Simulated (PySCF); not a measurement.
**Optical rotation: `N[C@H]1C=CC[C@H](S)C1`, C6H11NS**

Geometry:
```tsv
atom	x (Å)	y (Å)	z (Å)
N1	2.392	-0.193	0.798
C2	0.951	-0.341	0.665
C3	0.300	0.967	1.017
C4	-0.738	1.476	0.374
C5	-1.411	0.813	-0.788
C6	-1.003	-0.649	-0.922
S7	-1.958	-1.699	0.246
C8	0.499	-0.812	-0.728
H9	2.860	-1.068	0.586
H10	2.735	0.508	0.150
H11	0.654	-1.094	1.410
H12	0.753	1.485	1.850
H13	-1.152	2.429	0.673
H14	-2.497	0.889	-0.684
H15	-1.141	1.347	-1.706
H16	-1.298	-1.040	-1.899
H17	-1.744	-0.943	1.319
H18	0.784	-1.856	-0.878
H19	1.004	-0.207	-1.488
```

Method: PySCF, TDDFT BHandHLYP/def2-SVPD circular dichroism and optical rotation, one conformer, gas phase. Geometry: GFN2-xTB.

The molecule is flexible and this is one conformer; a measurement averages over conformers.

Stereocentres: C2 R, C6 S.

Question: Give the optical rotatory dispersion at 633, 589.3, 546, 436, 405, 365, 355 nm.

Answer: [α] in deg dm⁻¹ (g/mL)⁻¹:
| λ (nm) | origin-invariant length gauge | modified velocity gauge | length gauge (centre of mass) | isotropic polarisability (au) |
| --- | --- | --- | --- | --- |
| 633 | +82.5 | +92.2 | +81.8 | 96.5 |
| 589.3 | +97.2 | +108.8 | +96.4 | 96.9 |
| 546 | +116.3 | +130.4 | +115.4 | 97.3 |
| 436 | +204.2 | +230.5 | +202.4 | 99.2 |
| 405 | +249.2 | +282.2 | +247.0 | 100.1 |
| 365 | +335.8 | +382.7 | +332.9 | 101.6 |
| 355 | +365.2 | +417.1 | +362.0 | 102.1 |

Question: And for the mirror image at 589.3 nm?

Answer: -97.2 deg dm⁻¹ (g/mL)⁻¹ (origin-invariant length gauge): the same size and the opposite sign.

Question: What is the molar rotation [Φ] = [α]·M/100 of the geometry above at 589.3 nm?

Answer: With M = 129.22 g/mol, +125.6 deg cm² dmol⁻¹ (origin-invariant length gauge).

The first excitation lies at 5.82 eV (213 nm) with R = +4.2 × 10⁻⁴⁰ esu² cm² (velocity form).
